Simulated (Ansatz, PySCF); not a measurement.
Si(Cl)3(SMe) (CH3Cl3SSi), SMILES CS[Si](Cl)(Cl)Cl. Atoms are numbered in the order given.

```xyz
9

C      0.0306    -2.7291     0.0000
S     -1.2731    -1.4275     0.0000
Si    -0.0301     0.2829     0.0000
Cl     1.2033     0.3330     1.6547
Cl    -1.2557     1.9282     0.0000
Cl     1.2033     0.3330    -1.6547
H     -0.4997    -3.6901     0.0000
H      0.6528    -2.6522    -0.9015
H      0.6528    -2.6522     0.9015
```
Charge 0, spin multiplicity 1.

The structure is a stationary point at B3LYP-D3(BJ)/def2-SVP. This is a generated structure with no PubChem entry under its InChIKey; it may be hypothetical. Other conformers were not sampled.

Two levels are set side by side: PBE-D3(BJ)/def2-SVP (Ansatz, a quantum-chemistry and plane-wave program) and B3LYP-D3(BJ)/def2-SVP (Ansatz). Each level has its own optimised geometry; the coordinates shown are those of the second. Frequencies come from the Hessian of PySCF at each geometry. Differences are taken from unrounded values.

| quantity | B3LYP-D3(BJ) | PBE-D3(BJ) | PBE-D3(BJ) minus B3LYP-D3(BJ) |
|---|---|---|---|
| mean bond length (Å) | 1.679 | 1.685 | 0.006 |
| bond C1–S2 (Å) | 1.842 | 1.841 | -0.001 |
| bond S2–Si3 (Å) | 2.114 | 2.120 | 0.005 |
| bond Si3–Cl4 (Å) | 2.064 | 2.070 | 0.006 |
| bond Si3–Cl5 (Å) | 2.052 | 2.057 | 0.005 |
| bond Si3–Cl6 (Å) | 2.064 | 2.070 | 0.006 |
| bond C1–H7 (Å) | 1.098 | 1.106 | 0.008 |
| bond C1–H8 (Å) | 1.098 | 1.106 | 0.008 |
| bond C1–H9 (Å) | 1.098 | 1.106 | 0.008 |
| highest harmonic wavenumber (cm⁻¹) | 3169 | 3109 | -60 |
| mean harmonic wavenumber (cm⁻¹) | 942 | 917 | -25 |
| zero-point energy (kcal/mol) | 28.27 | 27.52 | -0.74 |

Exact exchange shortens and stiffens bonds; PBE has none. Differences between two approximate levels are no errors against the true value.
